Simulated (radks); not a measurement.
Values are calculated unless marked as measured or tabulated.
Spherical quantum dot in the effective-mass picture: electrons in a hard-walled sphere of radius 1.28, with a point charge +1 (a donor) at the centre, all in effective atomic units (hartree* = m*/eps^2 hartree, bohr* = eps/m* bohr), one dielectric constant everywhere. Level of theory: non-relativistic Kohn-Sham, exchange-only LDA, spin-polarised, spherical densities (a radial shooting solver with Libxc functionals). Levels are named by radial order and angular momentum (1s, 1p, 1d, 2s, ...), and open shells are averaged over m. Results are scaled to m* = 0.13 and eps = 8.2, for which hartree* = 52.61 meV and bohr* = 3.338 nm. Each electron was tried in the lowest free levels, single moves between levels near the top were tried too, and the lowest total energy was kept; such a search can miss a lower state. At N = 1 the Hartree and exchange-correlation terms need not cancel, so that row can carry a self-interaction error.

\begin{tabular}{lrrrrrrr}
N & open shells & 2S & E (meV) & mu = E(N) - E(N-1) (meV) & addition energy mu(N+1) - mu(N) (meV) & e(HOMO) (meV) & rms radius (nm) \\ \hline
1 & 1s(up 1, down 0) & 1 & 57.2666 & 57.267 & 78.68 & 85.774 & 2.121 \\
2 & none & 0 & 193.211 & 135.94 & 235.9 & 163.08 & 2.173 \\
3 & 1p(up 1, down 0) & 1 & 565.026 & 371.81 & 53.39 & 398.01 & 2.346 \\
4 & 1p(up 2, down 0) & 2 & 990.235 & 425.21 & 55.30 & 452.68 & 2.435 \\
5 & 1p(up 3, down 0) & 3 & 1470.74 & 480.51 & 75.76 & 508.45 & 2.492 \\
6 & 1p(up 3, down 1) & 2 & 2027.00 & 556.26 & 52.08 & 581.81 & 2.534 \\
7 & 1p(up 3, down 2) & 1 & 2635.35 & 608.34 & 54.02 & 635.16 & 2.568 \\
8 & none & 0 & 3297.71 & 662.36 & 250.8 & 689.68 & 2.595 \\
9 & 1d(up 1, down 0) & 1 & 4210.91 & 913.21 & 51.60 & 938.91 & 2.638 \\
10 & 1d(up 2, down 0) & 2 & 5175.72 & 964.81 & 52.06 & 990.78 & 2.674 \\
11 & 1d(up 3, down 0) & 3 & 6192.59 & 1016.9 & 52.34 & 1043.0 & 2.703 \\
12 & 1d(up 4, down 0) & 4 & 7261.80 & 1069.2 & 52.52 & 1095.4 & 2.729 \\
13 & 1d(up 5, down 0) & 5 & 8383.52 & 1121.7 & 70.32 & 1148.0 & 2.751 \\
14 & 1d(up 5, down 1) & 4 & 9575.56 & 1192.0 & 50.88 & 1217.4 & 2.771 \\
15 & 1d(up 5, down 2) & 3 & 10818.5 & 1242.9 & 51.34 & 1268.5 & 2.788 \\
16 & 1d(up 5, down 3) & 2 & 12112.7 & 1294.3 & 51.64 & 1320.0 & 2.804 \\
17 & 1d(up 5, down 4) & 1 & 13458.7 & 1345.9 & 51.84 & 1371.8 & 2.819 \\
18 & none & 0 & 14856.4 & 1397.7 & 168.5 & 1423.7 & 2.832 \\
19 & 2s(up 1, down 0) & 1 & 16422.7 & 1566.3 & 79.28 & 1599.5 & 2.821 \\
20 & none & 0 & 18068.2 & 1645.5 & 141.8 & 1678.9 & 2.810 \\
21 & 1f(up 1, down 0) & 1 & 19855.5 & 1787.3 & 50.23 & 1812.4 & 2.828 \\
22 & 1f(up 2, down 0) & 2 & 21693.1 & 1837.6 & 50.34 & 1862.7 & 2.844 \\
23 & 1f(up 3, down 0) & 3 & 23581.0 & 1887.9 & 50.43 & 1913.1 & 2.859 \\
24 & 1f(up 4, down 0) & 4 & 25519.4 & 1938.3 & 50.50 & 1963.6 & 2.873 \\
25 & 1f(up 5, down 0) & 5 & 27508.2 & 1988.8 & 50.55 & 2014.1 & 2.886 \\
26 & 1f(up 6, down 0) & 6 & 29547.6 & 2039.4 & 50.58 & 2064.7 & 2.898 \\
27 & 1f(up 7, down 0) & 7 & 31637.6 & 2090.0 & 66.30 & 2115.3 & 2.910 \\
28 & 1f(up 7, down 1) & 6 & 33793.8 & 2156.3 & 49.78 & 2181.1 & 2.920 \\
29 & 1f(up 7, down 2) & 5 & 35999.9 & 2206.1 & 49.90 & 2231.0 & 2.931 \\
30 & 1f(up 7, down 3) & 4 & 38255.8 & 2256.0 & 49.99 & 2280.9 & 2.940 \\
31 & 1f(up 7, down 4) & 3 & 40561.8 & 2305.9 & 50.07 & 2331.0 & 2.949 \\
32 & 1f(up 7, down 5) & 2 & 42917.8 & 2356.0 & 50.12 & 2381.1 & 2.958 \\
33 & 1f(up 7, down 6) & 1 & 45323.9 & 2406.1 & 50.17 & 2431.2 & 2.966 \\
34 & none & 0 & 47780.2 & 2456.3 & 312.7 & 2481.4 & 2.974 \\
35 & 1g(up 1, down 0) & 1 & 50549.3 & 2769.0 & 49.17 & 2793.6 & 2.984 \\
36 & 1g(up 2, down 0) & 2 & 53367.4 & 2818.2 & 49.22 & 2842.8 & 2.993 \\
37 & 1g(up 3, down 0) & 3 & 56234.8 & 2867.4 & 49.25 & 2892.0 & 3.002 \\
38 & 1g(up 4, down 0) & 4 & 59151.5 & 2916.6 & 49.28 & 2941.3 & 3.010 \\
39 & 1g(up 5, down 0) & 5 & 62117.4 & 2965.9 & 49.31 & 2990.6 & 3.018 \\
40 & 1g(up 6, down 0) & 6 & 65132.7 & 3015.2 & 49.33 & 3039.9 & 3.026 \\
41 & 1g(up 7, down 0) & 7 & 68197.2 & 3064.6 & 49.34 & 3089.2 & 3.033 \\
42 & 1g(up 8, down 0) & 8 & 71311.1 & 3113.9 & 49.35 & 3138.6 & 3.040 \\
43 & 1g(up 9, down 0) & 9 & 74474.4 & 3163.3 & - & 3187.9 & 3.047 \\
\end{tabular}

All shells are closed at N = 2, 8, 18, 20, 34 (there: 1s2 1p6 1d10 2s2 1f14); the second difference of the energy has clear peaks (12 % above both neighbours; the first and last values, which can be the largest, are not judged, and half-filled shells can peak too) at N = 2, 5, 8, 13, 18, 20, 27, 34.
